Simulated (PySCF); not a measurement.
A GIAO shielding run with PySCF 2.14.0 with density-fitted response routines (density fitting, non-relativistic, gas phase) on SMILES CCCC[Si](P)(P)Cl, C$_{4}$H$_{13}$ClP$_{2}$Si:

```
$ OMP_NUM_THREADS=1 python probes_run.py task.json out

{"job": {"kind": "nmr", "xc": "PBE0", "basis": "pcSseg-1"}, "charge": 0, "multiplicity": 1}
C      3.391147    -0.112509    -0.267370
C      2.180056     0.781228    -0.031388
C      0.890183    -0.030299     0.061301
C     -0.329993     0.850081     0.306778
Si    -1.942687    -0.177490     0.399718
P     -1.807488    -1.825757    -1.148679
P     -3.692620     1.252538     0.114320
Cl    -2.002432    -1.125740     2.213604
H      3.501425    -0.825450     0.546697
H      3.280059    -0.669448    -1.195276
H      4.299712     0.481728    -0.329342
H      2.095129     1.503594    -0.846847
H      2.317425     1.342397     0.896221
H      0.981760    -0.759661     0.869210
H      0.747754    -0.590558    -0.868859
H     -0.415008     1.584262    -0.496539
H     -0.194331     1.410568     1.233054
H     -3.166932    -2.093593    -1.154603
H     -1.921227    -0.952438    -2.218130
H     -4.640678     0.332686     0.532010
H     -3.580173     1.795507     1.383648
```

Hardware: 1 thread of an Arm Neoverse V1, shared host. The job also computes population analyses, field gradients.

Question: How large is the calculation?

Answer: 98 electrons, 229 basis functions and 1282 auxiliary functions.

Question: How long does it take, and how much memory does it need?

Answer: 59 s of wall time, with 12 SCF cycles and 4 response iterations; peak memory 0.97 GiB. Times on a shared host scatter by some tens of per cent.
